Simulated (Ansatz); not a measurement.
Ansatz (a quantum-chemistry and plane-wave program) job for B(H)3(SMe2) (C2H9BS), SMILES [BH3]<-S(C)C (connectivity only; charge and spin as stated), neutral, multiplicity 1, PBE0-D3(BJ)/def2-SVP. 

Ansatz 0.2 input:
```yaml
crystal:
  periodic: [false, false, false]
  atoms:
    - {symbol: B, position_ang: [1.54151668, 0.50923710, 0.79787740]}
    - {symbol: H, position_ang: [2.18990042, -0.42381431, 1.13617515]}
    - {symbol: H, position_ang: [1.87143029, 0.98911471, -0.23909099]}
    - {symbol: H, position_ang: [1.34784678, 1.29532367, 1.66389390]}
    - {symbol: C, position_ang: [0.08400545, -1.22241982, -1.05978726]}
    - {symbol: S, position_ang: [-0.24135805, -0.25619821, 0.44678976]}
    - {symbol: C, position_ang: [-1.08209139, 1.16052449, -0.32463124]}
    - {symbol: H, position_ang: [0.70963294, -0.64284672, -1.73136287]}
    - {symbol: H, position_ang: [-0.85821624, -1.48472875, -1.53100103]}
    - {symbol: H, position_ang: [0.60963000, -2.12104098, -0.75434142]}
    - {symbol: H, position_ang: [-0.41283384, 1.63272049, -1.03708227]}
    - {symbol: H, position_ang: [-1.32220687, 1.85923907, 0.46996380]}
    - {symbol: H, position_ang: [-1.99252259, 0.82039072, -0.80866626]}
basis:
  gaussian:
    orbitals: def2-SVP
hamiltonian:
  xc: pbe0
  dispersion: d3bj
relax: {f_tol: 0.002, max_steps: 200}
```

Output:

```
WARN ansatz: RAYON_NUM_THREADS=1 ignored (pool sized by the plan → 1); use --threads N
Functional definition: PBE0
integrals: 0.06 GiB planned
1165 factors; integrals over basis functions are off by at most 2.7e-4 eV
mean field: 0.43 GiB planned
mean field evaluation 1: about -13711.9116 eV, gradient 5.1e1 eV
mean field evaluation 2: about -13711.1508 eV, gradient 5.4e1 eV
mean field evaluation 4: about -13719.0261 eV, gradient 1.6e0 eV
mean field evaluation 8: about -13719.0684 eV, gradient 6.2e-2 eV
mean field evaluation 16: about -13719.0684 eV, gradient 3.6e-5 eV
mean field -13719.06838398 eV, -504.1664639925 hartree, gradient 3.6e-5 eV, S^2 0.000000; 0 other end points of the search recorded, 0 dependent functions left out
the calculation of the forces begins
reference -13719.06841314 eV, -504.1664650642 hartree; 21, 21 occupied and 84, 84 virtual orbitals, 1165 factors
relax step   1: F+E_penalty+E_count = -13719.31059376 eV  Δ(F+E_penalty+E_count) = +0.000e0 eV  max|allowed force component| = 7.206e-1 eV/Å  Δτ_max = 0.0000 Å  (25 SCF iters, accepted)
these checks for a lower state are left out or cut short: starts, cluster_reference, orbital_swaps, neighbouring_geometries, increment
integrals: 0.06 GiB planned
1165 factors; integrals over basis functions are off by at most 3.0e-4 eV
mean field: 0.43 GiB planned
mean field -13719.14122333 eV, -504.1691407893 hartree, gradient 1.5e-5 eV, S^2 0.000000; 0 other end points of the search recorded, 0 dependent functions left out
the calculation of the forces begins
reference -13719.14125258 eV, -504.1691418646 hartree; 21, 21 occupied and 84, 84 virtual orbitals, 1165 factors
relax step   2: F+E_penalty+E_count = -13719.38180382 eV  Δ(F+E_penalty+E_count) = -7.121e-2 eV  max|allowed force component| = 3.391e-1 eV/Å  Δτ_max = 0.0627 Å  (27 SCF iters, accepted)
these checks for a lower state are left out or cut short: starts, cluster_reference, orbital_swaps, neighbouring_geometries, increment
integrals: 0.06 GiB planned
1165 factors; integrals over basis functions are off by at most 3.1e-4 eV
mean field: 0.43 GiB planned
mean field -13719.15320299 eV, -504.1695810339 hartree, gradient 1.5e-5 eV, S^2 0.000000; 0 other end points of the search recorded, 0 dependent functions left out
the calculation of the forces begins
reference -13719.15323219 eV, -504.1695821069 hartree; 21, 21 occupied and 84, 84 virtual orbitals, 1165 factors
relax step   3: F+E_penalty+E_count = -13719.39452140 eV  Δ(F+E_penalty+E_count) = -1.272e-2 eV  max|allowed force component| = 1.139e-1 eV/Å  Δτ_max = 0.0341 Å  (27 SCF iters, accepted)
these checks for a lower state are left out or cut short: starts, cluster_reference, orbital_swaps, neighbouring_geometries, increment
integrals: 0.06 GiB planned
1165 factors; integrals over basis functions are off by at most 3.1e-4 eV
mean field: 0.43 GiB planned
mean field evaluation 32: about -13719.1231 eV, gradient 1.4e-3 eV
mean field -13719.15547750 eV, -504.1696646206 hartree, gradient 1.5e-5 eV, S^2 0.000000; 0 other end points of the search recorded, 0 dependent functions left out
the calculation of the forces begins
reference -13719.15550669 eV, -504.1696656934 hartree; 21, 21 occupied and 84, 84 virtual orbitals, 1165 factors
relax step   4: F+E_penalty+E_count = -13719.39671997 eV  Δ(F+E_penalty+E_count) = -2.199e-3 eV  max|allowed force component| = 5.187e-2 eV/Å  Δτ_max = 0.0140 Å  (28 SCF iters, accepted)
these checks for a lower state are left out or cut short: starts, cluster_reference, orbital_swaps, neighbouring_geometries, increment
integrals: 0.06 GiB planned
1165 factors; integrals over basis functions are off by at most 3.1e-4 eV
mean field: 0.43 GiB planned
mean field -13719.15628729 eV, -504.1696943799 hartree, gradient 1.5e-5 eV, S^2 0.000000; 0 other end points of the search recorded, 0 dependent functions left out
the calculation of the forces begins
reference -13719.15631645 eV, -504.1696954515 hartree; 21, 21 occupied and 84, 84 virtual orbitals, 1165 factors
relax step   5: F+E_penalty+E_count = -13719.39756696 eV  Δ(F+E_penalty+E_count) = -8.470e-4 eV  max|allowed force component| = 1.282e-2 eV/Å  Δτ_max = 0.0153 Å  (28 SCF iters, accepted)
these checks for a lower state are left out or cut short: starts, cluster_reference, orbital_swaps, neighbouring_geometries, increment
integrals: 0.06 GiB planned
1165 factors; integrals over basis functions are off by at most 3.1e-4 eV
mean field: 0.43 GiB planned
mean field -13719.15636466 eV, -504.1696972231 hartree, gradient 2.0e-5 eV, S^2 0.000000; 0 other end points of the search recorded, 0 dependent functions left out
the calculation of the forces begins
reference -13719.15639382 eV, -504.1696982947 hartree; 21, 21 occupied and 84, 84 virtual orbitals, 1165 factors
relax step   6: F+E_penalty+E_count = -13719.39759231 eV  Δ(F+E_penalty+E_count) = -2.535e-5 eV  max|allowed force component| = 1.607e-2 eV/Å  Δτ_max = 0.0092 Å  (21 SCF iters, accepted)
these checks for a lower state are left out or cut short: starts, cluster_reference, orbital_swaps, neighbouring_geometries, increment
integrals: 0.06 GiB planned
1165 factors; integrals over basis functions are off by at most 3.1e-4 eV
mean field: 0.43 GiB planned
mean field -13719.15638651 eV, -504.1696980261 hartree, gradient 3.3e-5 eV, S^2 0.000000; 0 other end points of the search recorded, 0 dependent functions left out
the calculation of the forces begins
reference -13719.15641567 eV, -504.1696990977 hartree; 21, 21 occupied and 84, 84 virtual orbitals, 1165 factors
relax step   7: F+E_penalty+E_count = -13719.39761487 eV  Δ(F+E_penalty+E_count) = -2.256e-5 eV  max|allowed force component| = 7.382e-4 eV/Å  Δτ_max = 0.0015 Å  (19 SCF iters, accepted)
integrals: 0.06 GiB planned
1165 factors; integrals over basis functions are off by at most 3.1e-4 eV
mean field: 0.43 GiB planned
mean field evaluation 64: about -13719.1564 eV, gradient 1.8e-2 eV
mean field -13719.15638651 eV, -504.1696980260 hartree, gradient 3.3e-5 eV, S^2 0.000000; 1 other end points of the search recorded, 0 dependent functions left out
the calculation of the forces begins
reference -13719.15641567 eV, -504.1696990977 hartree; 21, 21 occupied and 84, 84 virtual orbitals, 1165 factors
Total energy: -13719.39764403 eV, -504.1785640765 hartree
Atom 0 at     1.539364     0.501665     0.815472 Å, force     0.000012    -0.000140     0.000407 eV/Å
Atom 1 at     2.159273    -0.486271     1.176314 Å, force    -0.000068     0.000111    -0.000225 eV/Å
Atom 2 at     1.936217     1.014849    -0.221560 Å, force     0.000429     0.000258    -0.000220 eV/Å
Atom 3 at     1.294720     1.283083     1.721034 Å, force     0.000000     0.000019    -0.000243 eV/Å
Atom 4 at     0.086248    -1.222556    -1.074375 Å, force     0.000186    -0.000738    -0.000100 eV/Å
Atom 5 at    -0.211186    -0.222990     0.391000 Å, force    -0.000496    -0.000393     0.000619 eV/Å
Atom 6 at    -1.083163     1.171085    -0.337792 Å, force    -0.000371     0.000540     0.000321 eV/Å
Atom 7 at     0.647715    -0.634556    -1.814008 Å, force    -0.000055    -0.000097    -0.000148 eV/Å
Atom 8 at    -0.866301    -1.581047    -1.487770 Å, force     0.000336     0.000144    -0.000068 eV/Å
Atom 9 at     0.695847    -2.076582    -0.751502 Å, force    -0.000338     0.000618     0.000089 eV/Å
Atom 10 at    -0.458769     1.629703    -1.117436 Å, force    -0.000130     0.000091    -0.000103 eV/Å
Atom 11 at    -1.244435     1.895922     0.470800 Å, force     0.000208    -0.000590    -0.000261 eV/Å
Atom 12 at    -2.050797     0.843198    -0.741440 Å, force     0.000288     0.000177    -0.000069 eV/Å
Dipole moment:    -0.801847    -0.211727    -0.585054 e Å
```

The calculation finished and met its thresholds.
